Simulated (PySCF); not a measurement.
A compound of formula [C27H18N]+ has these computed shifts in ppm, with the number of atoms in brackets (GIAO WP04/pcSseg-1, gas phase, PySCF SCF with an in-house response code, fitting set def2-universal-JFIT up to Ne and JKFIT beyond, grid level 2, non-relativistic, geometry: GFN2-xTB; 13C, 1H against isolated TMS; 15N against isolated NH3).

13C: 159.7 (1), 154.6 (1), 153.8 (1), 147.9 (1), 147.7 (1), 144.9 (1), 143.8 (1), 143.3 (1), 142.1 (1), 140.5 (1), 140.4 (1), 139.6 (1), 139.1 (1), 138.1 (1), 137.8 (1), 137.1 (1), 136.9 (1), 136.9 (1), 136.3 (1), 134.8 (1), 133.7 (1), 133.6 (1), 132.7 (1), 130.7 (1), 130.7 (1), 130.4 (1), 127.1 (1)
1H: 8.87 (1), 8.73 (1), 8.43 (1), 8.35 (1), 8.33 (1), 8.18 (1), 7.83 (1), 7.79 (1), 7.77 (1), 7.50 (1), 7.49 (1), 7.20 (1), 6.89 (1), 6.87 (1), 6.57 (1), 6.27 (1), 6.14 (1), 6.14 (1)
15N: 217.4 (1)

Question: Which structure gave them?

Answer: C1=CC=C2C(=Cc3ccccc3-c3c2ccc2c4ccccc4cc[n+]32)C=C1. Other isomers were not compared.
